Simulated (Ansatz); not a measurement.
Start from `C#C[Si](F)(F)Cl` and change one atom or group to get `F[Si](F)(Cl)[S][GeH2][Cl]`.

Ansatz, PBE0-D4/def2-TZVP geometries, multiplicity 1. Each molecule was computed in one conformer, which needn't be the lowest.

Scalar relativity is left out up to krypton.

```tsv
property	`C#C[Si](F)(F)Cl`
HOMO–LUMO gap (B3LYP/def2-TZVPP) / eV	7.76
size of the dipole moment (ωB97M-V/def2-TZVPP) / D	2.28
HOMO–LUMO gap (PBE0/def2-TZVPP) / eV	8.23
LUMO energy (PBE/def2-TZVPP) / eV	-1.83
HOMO energy (ωB97M-V/def2-TZVPP) / eV	-11.37
size of the dipole moment (B3LYP/def2-TZVPP) / D	2.28
```

Question: Give the same properties after the change, and the shifts. (Best estimate.)

Answer: Ansatz gave: 
```csv
property,`F[Si](F)(Cl)[S][GeH2][Cl]`,shift
HOMO–LUMO gap (B3LYP/def2-TZVPP) / eV,6.75,-1.01
size of the dipole moment (ωB97M-V/def2-TZVPP) / D,2.19,-0.09
HOMO–LUMO gap (PBE0/def2-TZVPP) / eV,7.31,-0.92
LUMO energy (PBE/def2-TZVPP) / eV,-1.99,-0.16
HOMO energy (ωB97M-V/def2-TZVPP) / eV,-10.53,0.84
size of the dipole moment (B3LYP/def2-TZVPP) / D,2.17,-0.11
```

With PBE0 the HOMO rises by 0.74 eV and the LUMO falls by 0.18 eV, so the gap narrows by about 0.92 eV. PBE moves the HOMO by 0.73 eV and ωB97M-V by 0.84 eV. Dipoles are sizes alone; their direction can turn.

B3LYP here is the variant with VWN-RPA as its local correlation; programs differ in this.
